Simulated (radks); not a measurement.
Numerical settings for neutral chlorine, [Ne] 3s2 3p5. Method: scalar-relativistic Kohn-Sham, PBE, spin-polarised, spherical densities, finite nucleus; open shells are filled with parallel spins first; Fermi nuclear charge, rms radius 3.3654 fm; computed with a radial shooting solver on a logarithmic mesh with Libxc functionals. The defaults (mesh step 0.008 in ln r, mesh end at 40 bohr or more with all orbitals vanishing there, Anderson mixing 0.5 over 9 steps, residual threshold near 1e-9 with the energy settled to 1e-9 hartree or 1e-11 of itself, here a cap of 82 iterations) give E = -461.4409 hartree and 3p at -8.119 eV in 17 iterations. Times are rough (one thread of a shared host). Changes against that run (0 stands for a change within the tolerance of the run):

| setting | iterations | converged | E (mhartree) | e(3p) (meV) | CPU (s) |
|---|---|---|---|---|---|
| mesh step in ln r 0.03 | 13 | yes | 0 | 0 | 0.04 |
| mesh step in ln r 0.003 | 36 | yes | 0 | 0 | 0.55 |
| mesh step in ln r 0.012 | 16 | yes | 0 | 0 | 0.09 |
| mesh end (bohr) 2 | 17 | level above zero | +6.84e+03 | +5.18e+04 | 0.1 |
| mesh end (bohr) 5 | 16 | yes | +29.4 | +901 | 0.11 |
| residual threshold 1e-05 | 9 | yes | 0 | -0.0814 | 0.08 |
| residual threshold 1e-13 | 82 | no | 0 | 0 | 0.37 |
| mixing 1 | 18 | yes | 0 | 0 | 0.13 |
| linear mixing, mixing 1 | 32 | no | diverged | - | 0.31 |
| linear mixing, mixing 0.8 | 57 | no | diverged | - | 0.5 |
| mixing history 20 | 24 | yes | 0 | 0 | 0.18 |
| iteration cap 8 | 8 | no | 0 | -0.0814 | 0.06 |

Settled on a wrong energy, with an occupied level pushed above zero by the early mesh end: mesh end (bohr) 2 (+6.84 hartree). Apart from these: settings that end as converged yet miss the energy by more than 1 mhartree: mesh end (bohr) 5 (+0.0294 hartree). A mesh that ends early acts as a hard wall.
